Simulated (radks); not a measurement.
Coherent X-ray form factor from a spherical all-electron density. Calculated with a radial shooting solver on a logarithmic mesh with Libxc functionals: Dirac Kohn-Sham, LDA (Slater exchange, Perdew-Wang correlation), spin-unpolarised, spherical densities, point nucleus.

| sin(theta)/lambda (1/angstrom) | f0 (electrons) |
|---|---|
| 0.05 | 34.435 |
| 0.1 | 32.906 |
| 0.15 | 30.808 |
| 0.2 | 28.553 |
| 0.25 | 26.418 |
| 0.3 | 24.519 |
| 0.4 | 21.393 |
| 0.5 | 18.827 |
| 0.6 | 16.542 |
| 0.8 | 12.630 |
| 1 | 9.770 |
| 1.25 | 7.587 |
| 1.5 | 6.393 |
| 2 | 5.063 |

The species is in the configuration that NIST lists as its ground one. Which atom or ion scatters so?

Answer. The krypton ion Kr+, [Ar] 3d10 4s2 4p5. Extrapolating in s^2 from the first two rows gives f0(0) = 34.9, near the electron count 35; among species with that count, the fall with angle is slower the higher Z, and the table is that of Z = 36; from so few rows the species is fixed only to a neighbour or two.
